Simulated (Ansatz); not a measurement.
Reaction (cleavage of the P–Si bond): `P[SiH2][AlH][Cl]` + `[OH][SbH2]` → `P[O][SbH2]` + `[SiH3][AlH][Cl]`

Computed with Ansatz on PBE0-D4/def2-TZVP structures; ΔE is electronic, products minus reactants. CCSD(T)/CBS is the MP2 limit (def2-TZVPP, def2-QZVPP) plus CCSD(T) − MP2 in def2-TZVPP, frozen cores. Functionals use def2-TZVPP. B3LYP here is the variant with VWN-RPA as its local correlation; programs differ in this. Elements past krypton have def2 core potentials. For Sb outer-core shells are correlated without core-valence functions, which leaves a few kJ/mol of doubt a bond. One conformer a species, not always the lowest.

`P[SiH2][AlH][Cl]`:

Cartesian coordinates in Å:
```
P 0.962 -1.435 1.253
Si 0.585 0.710 0.601
Al -1.112 0.701 -1.140
Cl -0.461 0.032 -3.028
H -0.414 -1.754 1.415
H 1.011 -1.948 -0.072
H 0.194 1.460 1.828
H 1.895 1.242 0.132
H -2.658 0.992 -0.987
```

`[OH][SbH2]`:

```xyz
5

O    -0.615   -0.321   -0.990
Sb    0.376    0.647    0.416
H    -0.860    0.289   -1.690
H    -0.498   -0.067    1.705
H     1.596   -0.548    0.559
```

`P[O][SbH2]`:

Cartesian coordinates in Å:
```
P 1.142 -1.133 0.034
O -0.075 -0.092 0.389
Sb -1.324 0.478 -1.045
H 2.239 -0.414 0.596
H 1.053 -1.986 1.174
H -2.422 1.120 0.101
H -0.612 2.028 -1.248
```

`[SiH3][AlH][Cl]`:

```xyz
7

Si   -0.733    0.620   -0.528
Al    1.056   -0.631    0.576
Cl    0.463   -2.315    1.690
H    -1.716    1.109    0.479
H    -1.461   -0.260   -1.485
H    -0.216    1.796   -1.281
H     2.606   -0.320    0.549
```

(1) Is it downhill or uphill in electronic energy at CCSD(T)/CBS, and by how much? (Estimate.)

(2) What do these levels give: PBE-D4, r2SCAN-D4, B97M-V, B3LYP-D4, ωB97X-V, ωB97M-V, revPBE, CAM-B3LYP, CCSD/def2-SVP, CCSD(T)/def2-TZVPP, SCS-MP2/def2-QZVPP, MP2/CBS(def2)? (Best estimate.)

(3) What do rigid-rotor, harmonic-oscillator terms from PBE0-D4/def2-TZVP frequencies (298.15 K, 1 bar) make of the CCSD(T)/CBS value? (Estimate.)

Largest T1 diagnostic among the species: 0.015.

## Answers

(1) Ansatz gave: Uphill: ΔE = +35.3 kJ/mol.

(2) Ansatz gave: PBE-D4 48.8, r2SCAN-D4 42.5, B97M-V 39.1, B3LYP-D4 31.0, ωB97X-V 29.8, ωB97M-V 30.8, revPBE 47.3, CAM-B3LYP 22.9, CCSD/def2-SVP 31.9, CCSD(T)/def2-TZVPP 34.6, SCS-MP2/def2-QZVPP 26.5, MP2/CBS(def2) 36.0 kJ/mol.

(3) Computed: ΔZPE = -6.0 kJ/mol, ΔH = +29.1 kJ/mol, ΔS = 11 J/(mol·K), ΔG = +25.8 kJ/mol. Modes under 50 cm⁻¹ make the entropy rough.

In def2-TZVPP, CCSD(T) changes the Hartree–Fock value by +22.8 kJ/mol (the triples alone add +3.3 kJ/mol) and MP2 by +23.5 kJ/mol. Leaving LDA and LC-ωPBE aside and taking each functional with its dispersion term where it has one, the values, not all of them listed here, spread over 24.4 kJ/mol, from CAM-B3LYP-D4 to PBE-D4.
